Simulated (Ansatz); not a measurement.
Input and output for Zn2Br4 (the lowest singlet isomer of a short search).

```yaml
crystal:
  periodic: [false, false, false]
  atoms:
    - {symbol: Zn, position_ang: [1.240042, 0.665185, -0.782703]}
    - {symbol: Zn, position_ang: [-1.223005, -0.682847, 0.794023]}
    - {symbol: Br, position_ang: [2.907636, 1.646538, -1.914779]}
    - {symbol: Br, position_ang: [-0.458115, 1.623262, 0.677600]}
    - {symbol: Br, position_ang: [0.508807, -1.649290, -0.620870]}
    - {symbol: Br, position_ang: [-2.975364, -1.602848, 1.846729]}
basis:
  gaussian: {orbitals: "6-31G*"}
hamiltonian: {xc: {name: r2SCAN50}, dispersion: d3bjatm}
scf: {lower_state_search: light}
output: {forces: true}
```

```sh
$ ansatz run in.yaml --threads 4 --pin off --events-out ev --progress --plain --max-ram 8704MiB
```

Output, abridged:

```
Functional definition: r2SCAN50
  name "r2SCAN50"
  cite "Bursch, Neugebauer, Ehlert & Grimme, J. Chem. Phys. 156, 134105 (2022) doi:10.1063/5.0086040"
  cite "Furness, Kaplan, Ning, Perdew & Sun, J. Phys. Chem. Lett. 11, 8208 (2020) doi:10.1021/acs.jpclett.0c02405"
  cite "Furness, Kaplan, Ning, Perdew & Sun, J. Phys. Chem. Lett. 11, 9248 (2020) doi:10.1021/acs.jpclett.0c03077"
  parent r2scan
  parameter a = 0.5
  parameter k0 = 0.174
  parameter k1 = 0.065
  parameter a1 = 4.9479
  exchange = (1 - a)*r2scan_x(k0 = k0, k1 = k1, a1 = a1) + a*exact_x
  correlation = r2scan_c
1972 factors; integrals over basis functions are off by at most 3.9e-4 eV
mean field evaluation 1: about -376973.6335 eV, gradient 3.0e1 eV
mean field evaluation 2: about -376974.0326 eV, gradient 3.4e1 eV
mean field evaluation 4: about -376975.7420 eV, gradient 1.0e0 eV
mean field evaluation 8: about -376975.7935 eV, gradient 4.1e-2 eV
mean field evaluation 16: about -376975.7935 eV, gradient 2.9e-5 eV
mean field -376975.79351680 eV, -13853.6048883722 hartree, gradient 2.9e-5 eV, S^2 0.000000; 0 other end points of the search recorded, 0 dependent functions left out
the calculation of the forces begins
reference -376975.79352518 eV, -13853.6048886800 hartree; 100, 100 occupied and 112, 112 virtual orbitals, 1972 factors
Total energy: -376975.93422069 eV, -13853.6100591445 hartree
Atom 0 at     1.240042     0.665185    -0.782703 Å, force     0.032308     0.041199    -0.021334 eV/Å
Atom 1 at    -1.223005    -0.682847     0.794023 Å, force    -0.043790    -0.015035     0.025198 eV/Å
Atom 2 at     2.907636     1.646538    -1.914779 Å, force    -0.264612    -0.170792     0.180651 eV/Å
Atom 3 at    -0.458115     1.623262     0.677600 Å, force     0.116688    -0.414266    -0.170878 eV/Å
Atom 4 at     0.508807    -1.649290    -0.620870 Å, force    -0.127520     0.417830     0.157247 eV/Å
Atom 5 at    -2.975364    -1.602848     1.846729 Å, force     0.286925     0.141065    -0.170885 eV/Å
Dipole moment:     0.023994    -0.022341     0.018171 e Å
```

Hardware: 4 threads of Arm Neoverse V1 on a shared host. Wall time 19 s, peak host memory 1.1 GiB.

The 6-31G sets use Cartesian d functions.
